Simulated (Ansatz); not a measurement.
`[OH][Sn][OH]` and `[CH3][Sn][OH]` differ in one atom or group.

Ansatz, PBE0-D4/def2-TZVP geometries, multiplicity 1. Each molecule was computed in one conformer, which needn't be the lowest.

Elements past krypton have def2 core potentials.

```json
{"property": "ideal-gas entropy at 298 K and 1 bar (rigid rotor, harmonic PBE0-D4/def2-TZVP) / J/(mol·K)", "`[OH][Sn][OH]`": "297"}
{"property": "HOMO energy (PBE0/def2-TZVPP) / eV", "`[OH][Sn][OH]`": "-7.47"}
{"property": "LUMO energy (PBE/def2-TZVPP) / eV", "`[OH][Sn][OH]`": "-2.59"}
{"property": "LUMO energy (B3LYP/def2-TZVPP) / eV", "`[OH][Sn][OH]`": "-2.18"}
{"property": "HOMO energy (ωB97M-V/def2-TZVPP) / eV", "`[OH][Sn][OH]`": "-9.66"}
{"property": "size of the dipole moment (ωB97M-V/def2-TZVPP) / D", "`[OH][Sn][OH]`": "2.58"}
```

Q: What does the change do to each property? (An estimate is asked.)

A: Computed: 
| property | `[CH3][Sn][OH]` | shift |
| --- | --- | --- |
| ideal-gas entropy at 298 K and 1 bar (rigid rotor, harmonic PBE0-D4/def2-TZVP) / J/(mol·K) | 315 | 18 |
| HOMO energy (PBE0/def2-TZVPP) / eV | -6.49 | 0.98 |
| LUMO energy (PBE/def2-TZVPP) / eV | -2.83 | -0.24 |
| LUMO energy (B3LYP/def2-TZVPP) / eV | -2.39 | -0.21 |
| HOMO energy (ωB97M-V/def2-TZVPP) / eV | -8.58 | 1.08 |
| size of the dipole moment (ωB97M-V/def2-TZVPP) / D | 1.84 | -0.74 |

With PBE0 the HOMO rises by 0.98 eV and the LUMO falls by 0.19 eV, so the gap narrows by about 1.17 eV. PBE moves the HOMO by 0.83 eV and ωB97M-V by 1.08 eV. The zero-point energy changes by 56.9 kJ/mol with +6 modes. Dipoles are sizes alone; their direction can turn.

B3LYP here is the variant with VWN-RPA as its local correlation; programs differ in this.
